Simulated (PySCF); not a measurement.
Computed shifts of a molecule C₂H₁₂N₂Si₂, HF/pcSseg-1 (PySCF), GIAO, gas phase, atoms alike by connectivity averaged where their shifts nearly agree, in ppm (number of nuclei): ¹³C: 31.6 (1), 0.6 (1). ¹⁵N: 18.9 (1), -4.7 (1). ²⁹Si: -14.0 (1), -46.1 (1). ¹H: 4.68 (1), 4.46 (3), 2.75 (3), 1.07 (2), 0.42 (3). References: ¹³C against TMS (σ = 192.6 ppm); ¹⁵N against NH3 (σ = 267.3 ppm); ²⁹Si against TMS (σ = 393.8 ppm); ¹H against TMS (σ = 31.99 ppm), references at their B3LYP-D3(BJ)/def2-TZVP geometries, non-relativistic. Geometry optimised at ωB97X-D3(BJ)/def2-SVP. Other conformers were not sampled.

Question: Identify the compound among the candidates.
A) C[Si@@H](N)CN[SiH3]
B) CN([SiH3])[Si@@H](C)N
C) CN[SiH2]NC[SiH3]
D) C[Si](C)(N)N[SiH3]

Answer: B, CN([SiH3])[Si@@H](C)N
